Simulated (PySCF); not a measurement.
# MF anions for M along the alkali metals

CCSD(T) with double-zeta basis sets in PySCF, for the lowest determinant that a PBE0 search found; no spin–orbit coupling. De refers to high-spin ground-configuration atoms (the charge goes to the atom of lower measured ionisation energy or higher electron affinity, which is not always the lowest computed limit).

| M | basis | reference, frozen orbitals | charged atom | state (unpaired electrons) | Re (Å) | ωe (cm⁻¹) | De (eV) |
| --- | --- | --- | --- | --- | --- | --- | --- |
| Li | aug-cc-pVDZ | UHF, 1 | F− | doublet (σ ↑) | 1.617 | 852 | 2.97 |
| Na | def2-SVPD | UHF, 2 | F− | doublet (σ ↑) | 2.040 | 419 | 2.01 |
| K | def2-SVPD | UHF, 6 | F− | doublet (σ ↑) | 2.333 | 343 | 2.03 |
| Cs | def2-SVPD | UHF, 1 | F− | doublet (σ ↑) | 2.588 | 265 | 1.88 |

Problem. The row for M = Rb is missing. Estimate Re, ωe and De as the mean of the rows for K and Cs, and compare with the calculation.

Solution. The means are 2.461 Å, 304 cm⁻¹ and 1.95 eV. UHF-CCSD(T) in def2-SVPD gives RbF⁻ as a doublet (σ ↑) with Re = 2.477 Å, ωe = 293 cm⁻¹, De = 1.84 eV, so the estimate is off by -1.7 pm, +4 % and +0.12 eV.

The rows differ in basis set, which adds steps of its own.

Correlated steps freeze the inner cores (1 to 6 orbitals); shallow outer-core shells are correlated. Correlated levels converge slowly with the basis: in double zeta they bind strong bonds too weakly, by up to about 1 eV, and carry superposition errors of some tenths. Spin–orbit coupling is left out. For an ion De counts to the pair picked by the measured ionisation energies or electron affinities, which need not be the lowest pair at this level. States were picked by a PBE0 search and need not be the measured ground states.
